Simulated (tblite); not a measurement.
Compound: C2H9Cl3Si4.
Atom-mapped SMILES: `[CH3:1][Si@H:2]1[Si@@H:3]([Cl:4])[Si@@H:5]([CH2:6][Cl:7])[Si@@H:8]1[Cl:9]` (hydrogens: H10, H11, H12 on C1; H13 on Si2; H14 on Si3; H15 on Si5; H16, H17 on C6; H18 on Si8)

Cartesian coordinates in Å at the GFN2-xTB level; atoms count from 1:
```xyz
18
C2H9Cl3Si4 angstrom
C      2.1310   -1.2357   -1.1169
Si     1.7048   -0.2316    0.4436
Si     0.5506    1.8105   -0.0140
Cl     0.4998    2.4286   -1.9588
Si    -1.4737    0.8677    0.8238
C     -2.5853    0.3228   -0.6534
Cl    -1.6424   -0.7817   -1.6904
Si    -0.2466   -1.0268    1.5688
Cl     0.0295   -0.9061    3.6088
H      1.2563   -1.3320   -1.7528
H      2.4790   -2.2378   -0.8822
H      2.9059   -0.7473   -1.7006
H      2.9615   -0.1303    1.2114
H      1.0014    3.0147    0.6961
H     -2.4361    1.6423    1.6344
H     -3.4804   -0.2204   -0.3598
H     -2.8841    1.1553   -1.2854
H     -0.7797   -2.3859    1.4156
```

Level: GFN2-xTB in tblite, geometry and Hessian alike; calculated harmonic values, unscaled, isolated species. This tight-binding method is rough: wavenumbers can miss measured ones by several per cent, in bad cases by 10 to 20. Modes of hydrogen on silicon can be 10 to 20 % off. One conformer, not necessarily the lowest.

Harmonic wavenumbers (cm⁻¹): 36.5, 41.3, 55.3, 70.3, 76.6, 85.6, 100.0, 129.2, 132.1, 146.8, 179.0, 210.4, 262.4, 310.4, 328.4, 332.5, 348.7, 380.9, 459.7, 498.9, 503.1, 526.4, 532.5, 581.6, 592.6, 626.6, 637.0, 692.6, 708.1, 739.6, 746.8, 802.3, 831.5, 1094.4, 1186.9, 1369.3, 1440.7, 1482.2, 1483.2, 2103.4, 2122.3, 2155.8, 2163.9, 2990.8, 2997.1, 3031.8, 3035.9, 3047.4.

A = 679.3, B = 410.8, C = 364.2 MHz; mass 249.885 u (most abundant isotopes); point group C1, symmetry number 1.

Problem. Zero-point energy?

Solution. Half the sum of the wavenumbers: 22205 cm⁻¹ = 63.49 kcal/mol.

Problem. Entropy at 400 K, 1 bar (ideal gas, RRHO, classical rotation)?

Solution. Translation 43.93, rotation 33.30, vibration 73.39: S = 150.6 cal/(mol K).

Problem. And Cp and H(400 K) − H(0)?

Solution. Cp = 64.37 cal/(mol K), of which vibrations give 56.42 (their classical limit is 48 R = 95.4); H(400 K) − H(0) = 16.99 kcal/mol without the zero-point energy, 13.81 from vibrations.

Problem. Which modes carry the vibrational entropy at 400 K?

Solution. 36.5 cm⁻¹: 6.02; 41.3 cm⁻¹: 5.78; 55.3 cm⁻¹: 5.20; 70.3 cm⁻¹: 4.72; 76.6 cm⁻¹: 4.56; 85.6 cm⁻¹: 4.34 cal/(mol K); the other 42 give 42.78 together.

Problem. What must be added to the electronic energy to get the Gibbs energy at 400 K and 1 bar?

Solution. ZPE + [H(400 K) − H(0)] − T·S = 63.49 + 16.99 − 60.25 = 20.23 kcal/mol.

Problem. Blend soft modes into free rotors: weight 1/[1 + (100 cm⁻¹/ν̃)⁴] for the oscillator and the rest for a rotor with moment μB/(μ + B), μ = h/(8π²ν), B = 10⁻⁴⁴ kg m². What vibrational entropy results?

Solution. 65.12 cal/(mol K) in place of 73.39, which changes −T·S at 400 K by +3.31 kcal/mol.

Hindered rotation and anharmonicity are outside this model. Other conformers, if any are populated, would add a mixing term that is left out. The structure is chiral; the term R ln 2 for an equal mix with its mirror image is left out.
